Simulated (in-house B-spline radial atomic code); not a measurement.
Successive ionisation energies of argon; each step leads to the configuration of the next row (after the last: bare). Dirac energy differences include first-order Breit, QED and recoil terms. NIST's values go from ground level to ground level; the uncertainty of those that are theory runs from under 0.1 % in few-electron ions to several per cent in heavy many-electron ones. Computed with an all-electron radial atomic-structure program (B-spline basis): Dirac-Hartree-Fock, jj configuration that fills j = l - 1/2 first, finite nuclei.

A number in brackets counts the electrons of a j subshell.

| ion | configuration | ionisation energy (eV) | tabulated value (eV) | computed minus tabulated (eV) | highest orbital | largest mean radius (bohr) |
| --- | --- | --- | --- | --- | --- | --- |
| Ar11+ | [He] 2s2 2p1/2(2) 2p3/2(1) | 612.9 | 619 | -6 | 2p1/2 | 0.38332 |
| Ar12+ | [He] 2s2 2p1/2(2) | 680.6 | 685.5 | -5 | 2p1/2 | 0.37617 |
| Ar13+ | [He] 2s2 2p1/2(1) | ? | ? | ? | ? | ? |
| Ar14+ | [He] 2s2 | 849.9 | 855.5 | -6 | 2s1/2 | 0.36249 |
| Ar15+ | [He] 2s1 | 918.2 | 918.375 | 0 | 2s1/2 | 0.35634 |
| Ar16+ | 1s2 | ? | ? | ? | ? | ? |
| Ar17+ | 1s1 | 4426.2 | 4426.224 | 0 | 1s1/2 | 0.082852 |

(1) Fill in the row of Ar13+.

(2) Fill in the row of Ar16+.

(3) Where is the largest jump?

(4) How far is this level of theory from the measured and semi-empirical values?

Results:

(1) ionisation energy (eV): 756.0; tabulated value (eV): 755.13; computed minus tabulated (eV): 1; highest orbital: 2p1/2; largest mean radius (bohr): 0.36922.

(2) ionisation energy (eV): 4119.3; tabulated value (eV): 4120.666; computed minus tabulated (eV): -1; highest orbital: 1s1/2; largest mean radius (bohr): 0.084632.

(3) From Ar15+ to Ar16+, by a factor of 4.49 (918.21 to 4119.3 eV); the highest orbital goes from 2s1/2 to 1s1/2.

(4) Over those 4 rows the differences run from -6.14 to +0.917 eV (mean absolute value 4.4 eV). The calculation leaves out correlation and, in open shells, the multiplet splittings that an average leaves out.
